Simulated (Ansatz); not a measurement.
`[GeH3][SiH2][GeH3]` + `C[NH][GeH2][SiH3]` → `[SiH3][GeH2][GeH2][SiH2][GeH3]` + CH₃NH₂  (formal exchange of groups at a Ge–H bond)

Gas-phase electronic energies from Ansatz, PBE0-D4/def2-TZVP geometries. CBS: MP2 limit from def2 TZ/QZ plus the TZ coupled-cluster correction, frozen cores. DFT in def2-TZVPP. B3LYP here is the variant with VWN-RPA as its local correlation; programs differ in this. For Ge outer-core shells are correlated without core-valence functions, which leaves a few kJ/mol of doubt a bond. Scalar relativity is left out up to krypton. One conformer a species, not always the lowest.

Problem. Is it downhill or uphill in electronic energy at CCSD(T)/CBS, and by how much? (Estimate.)

Solution. Ansatz gave: Downhill: ΔE = -53.7 kJ/mol.

Problem. What do these levels give: r2SCAN-D4, B3LYP-D4, ωB97X-V, ωB97M-V, r2SCAN, PBE0, HF/def2-TZVPP, CCSD/def2-TZVPP, SCS-MP2/def2-QZVPP, HF/CBS(def2), MP2/CBS(def2), CCSD/CBS(def2)? (An estimate is asked.)

Solution. Ansatz gave: r2SCAN-D4 -51.8, B3LYP-D4 -52.9, ωB97X-V -47.6, ωB97M-V -51.6, r2SCAN -49.9, PBE0 -53.1, HF/def2-TZVPP -34.0, CCSD/def2-TZVPP -48.9, SCS-MP2/def2-QZVPP -46.5, HF/CBS(def2) -32.2, MP2/CBS(def2) -56.3, CCSD/CBS(def2) -52.2 kJ/mol.

Largest T1 diagnostic among the species: 0.012.

The D4 term adds −9.4 kJ/mol with B3LYP and −5.9 kJ/mol with PBE0; it sums over pairs of atoms, weighted by their polarisabilities, and B3LYP, whose exchange is more repulsive, gets the larger term. In def2-TZVPP, CCSD(T) changes the Hartree–Fock value by −16.3 kJ/mol (the triples alone add −1.4 kJ/mol) and MP2 by −18.9 kJ/mol.
